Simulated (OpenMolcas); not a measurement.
**Nb2+: moving or changing the point charges**

Nb2+ among 8 point charges of -1.2 e arranged as a cube (Oh), 2.11 Å from the ion.

```yaml
Program: OpenMolcas 26.06
Method: "SS-CASPT2, IPEA 0.25 Eh, imaginary shift 0.1 Eh (closed shells correlated: 4s 4p)"
Basis: ANO-RCC-VDZP [6s5p3d1f]
Scalar_Hamiltonian: DKH2, point nucleus
Active_space: 3 electrons in 5 orbitals (4d)
State_averaging: 2S+1 = 4 even, 10 roots; 2S+1 = 2 even, 40 roots
Spin-orbit_coupling: state interaction with AMFI integrals over the reference wave functions
```

Runs around this geometry, states (labels of O, the rotations of Oh). Energies in cm-1 above the lowest state or level, χT in cm3 K/mol; under a threefold ground state the first gap can be a small split of the lowest multiplet, not the spin-orbit step.

```tsv
R (Å)	q (e)	Ground state	First state of that spin	First gap with spin-orbit (degeneracies)	χT at 300 K	First state of another spin
2.11	-0.78	4T1	4T2 6460	150 (4, 2)	0.840	2E 4060
2.11	-1.2	2E	2T2 10010	1230 (4, 2)	0.483	4T1 1260
2.3	-1.2	4T1	4T2 7260	160 (4, 2)	0.844	2E 3310
```

The ground state changes within this set.

Roots that are degenerate in the reference are averaged as groups; the widest CASPT2 spread within a group is 450 cm-1 (the 3-fold group of multiplicity 2 near 10000 cm-1 above the lowest state of its run, R = 2.11, q = -1.2). Shifts and gaps below about the spread of the groups concerned are not significant. Free-ion shares, where given, are those of the reference states; single-state CASPT2 does not remix them. An orbital triplet at a regular site is open to Jahn-Teller coupling, which can distort the site and quench the lowest spin-orbit gaps and is left out (holds for R = 2.11, q = -0.78; R = 2.3, q = -1.2). This shell can be high or low spin here, a state of another spin lies low, and with metal d orbitals alone active their balance is uncertain, so the ground spin may be wrong (holds for R = 2.11, q = -0.78; R = 2.3, q = -1.2). Point charges give a weaker field than real ligands, and real ions of this kind are as a rule low spin; the high spin found here belongs to the model (holds for R = 2.11, q = -0.78; R = 2.3, q = -1.2). An orbital doublet at a regular site is open to a Jahn-Teller distortion, which this geometry leaves out (holds for R = 2.11, q = -1.2). This shell can be high or low spin here, a state of another spin lies low, and with metal d orbitals alone active their balance is uncertain, so the ground spin may be wrong, although the usual error favours high spin (holds for R = 2.11, q = -1.2). Point charges carry no covalency, so the field is a model and not that of real ligands. No measured value stands beside these numbers.
